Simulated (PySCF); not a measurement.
C5H4F2O, SMILES C=C=C1CC(F)(F)O1.

Coordinates come from a B3LYP-D3(BJ)/def2-SVP optimisation. The structure was generated by enumeration, and PubChem lists no compound with its InChIKey, so it may never have been made.

Two levels are set side by side: TDA-PBE/def2-SVPD (PySCF) and TDA-B3LYP/def2-SVPD (PySCF). Vertical, same geometry. The lowest singlet is HOMO→LUMO 100 % with PBE and HOMO→LUMO 99 % with the other functional; states are paired by order. Differences are taken from unrounded values.

| quantity | TDA-B3LYP |
|---|---|
| lowest singlet excitation (eV) | 4.45 |
| lowest triplet excitation (TDA) (eV) | 4.06 |

What does TDA-PBE give, and how far is it from TDA-B3LYP? (The exact figures need the calculation; the answer reports its results.)


| quantity | TDA-PBE | TDA-PBE minus TDA-B3LYP |
|---|---|---|
| lowest singlet excitation (eV) | 4.24 | -0.22 |
| lowest triplet excitation (TDA) (eV) | 3.83 | -0.23 |

Functionals without exact exchange tend to place singlet excitations lower, as here. Differences between two approximate levels are no errors against the true value.

Rough cost on one machine, each run with all the roots and properties that it gave: TDA-B3LYP against TDA-PBE within a factor of 2.
